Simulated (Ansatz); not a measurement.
`CC(C)=[O+][InH3-]`. Total charge 0; spin multiplicity 1. In: def2 effective core potential. The structure was optimised at the PBE0-D4/def2-TZVP level.

```xyz
14

C     1.101    1.016   -1.556
C     0.346    0.312   -0.479
C     1.118   -0.433    0.561
O    -0.873    0.351   -0.461
In   -2.311   -0.663    1.119
H     1.724    0.296   -2.094
H     1.784    1.742   -1.105
H     0.422    1.515   -2.244
H     2.194   -0.374    0.409
H     0.796   -1.478    0.556
H     0.855   -0.036    1.545
H    -1.626    0.164    2.488
H    -1.730   -2.278    0.829
H    -3.800   -0.133    0.431
```

(1) What is the dipole moment at ωB97M-V/def2-TZVPP? (An estimate is asked.)

(2) And with PBE, r2SCAN, B3LYP? (Estimate.)

(3) Give the Mulliken charges with ωB97M-V, B3LYP, r2SCAN in def2-TZVPP. (An estimate is asked.)

## Answers

(1) Computed: 5.54 D, with components (5.12, 1.04, -1.84) D in this frame, pointing from negative to positive charge.

(2) The calculation gave: PBE 5.38 D, r2SCAN 5.53 D, B3LYP 5.53 D.

(3) Computed: 
```csv
atom,ωB97M-V,B3LYP,r2SCAN
C1,-0.29,-0.23,-0.13
C2,0.33,0.29,0.32
C3,-0.34,-0.27,-0.18
O4,-0.35,-0.33,-0.35
In5,0.32,0.47,0.43
H6,0.13,0.11,0.07
H7,0.13,0.11,0.07
H8,0.12,0.11,0.08
H9,0.11,0.09,0.05
H10,0.15,0.13,0.11
H11,0.15,0.13,0.11
H12,-0.16,-0.21,-0.20
H13,-0.16,-0.21,-0.20
H14,-0.13,-0.18,-0.18
```

B3LYP here is the variant with VWN-RPA as its local correlation; programs differ in this.
